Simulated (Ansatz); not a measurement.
Relaxation of ClH3OSn (6 atoms, charge 0, multiplicity 1), to a largest force component of 0.02 eV/Å in at most 40 steps.

The calculation used Ansatz 0.2.0, RKS BHLYP-D4/def2-SVP.

```xyz
6
Properties=species:S:1:pos:R:3
Sn 0.000 0.000 0.000
H 0.000 0.000 1.740
H 1.641 0.000 -0.579
Cl -1.135 1.967 -0.802
O -0.923 -1.599 -0.653
H -1.378 -2.065 0.120
```

Where does it end, and by what steps?

The forces met the threshold. After 6 steps the energy has fallen by 0.219 eV; H6 moved furthest, 0.52 Å.

```
step  energy less start (eV)  largest force component (eV/Å)  accepted
   0                  0.0000                           2.013       yes
   1                 -0.1087                           1.336       yes
   2                 -0.1576                           1.373       yes
   3                 -0.2154                           0.181       yes
   4                 -0.2174                           0.083       yes
   5                 -0.2174                           0.426       yes
   6                 -0.2192                           0.018       yes
```

```xyz
6
Properties=species:S:1:pos:R:3
Sn 0.112 -0.028 0.110
H 0.094 0.131 1.801
H 1.608 0.014 -0.677
Cl -1.239 1.706 -0.727
O -0.720 -1.718 -0.440
H -1.650 -1.803 -0.242
```

The run took 21 s on 1 thread of Arm Neoverse V2, with other jobs on the host, peak memory 0.15 GiB.
